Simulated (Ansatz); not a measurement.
C₆H₆S₂, SMILES c1cc(ccc1S)S.

The structure is a stationary point at PBE0-D3(BJ)/def2-SVP. Other conformers were not sampled.

Two levels are set side by side: PBE/def2-SVPD (Ansatz, a program for electronic structure) and CAM-B3LYP/def2-SVPD (Ansatz). Energy differences of separate SCF runs at the same geometry; the states with an electron removed or added have multiplicity 2 and 2. Differences are taken from unrounded values.

```json
[
 {"quantity": "vertical ionisation energy (eV)", "CAM-B3LYP": "7.86"},
 {"quantity": "vertical singlet–triplet gap (eV)", "CAM-B3LYP": "3.61"}
]
```

### Question
What does PBE give, and how far is it from CAM-B3LYP? (The exact figures need the calculation; the answer reports its results.)

### Answer

| quantity | PBE | PBE minus CAM-B3LYP |
|---|---|---|
| vertical ionisation energy (eV) | 7.48 | -0.38 |
| vertical singlet–triplet gap (eV) | 3.41 | -0.20 |
